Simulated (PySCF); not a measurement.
A structure optimised at B3LYP-D3(BJ)/def2-SVP, used in a PySCF frequency run:

```
C
H 1 1.1110
C 1 1.5373 2 107.60
H 3 1.1015 1 112.23 2 59.73
H 3 1.1037 4 107.08 1 -122.62
H 3 1.1052 4 107.62 5 -114.57
C 1 1.5388 2 107.28 3 -120.76
H 7 1.1028 1 112.49 2 -60.07
H 7 1.1041 8 107.19 1 122.98
H 7 1.1050 8 107.23 9 114.28
Al 1 1.9648 2 103.46 7 -118.69
F 11 1.6736 1 118.66 2 -94.27
H 11 1.5814 12 115.75 4 -178.59
```
Charge 0, spin multiplicity 1.

**Question.** Write its SMILES and formula.

**Answer.** C[CH](C)[AlH][F], C3H8AlF

**Question.** What are its rotational constants (standard atomic weights)?

**Answer.** 6.3075, 2.3476, 1.8092 GHz
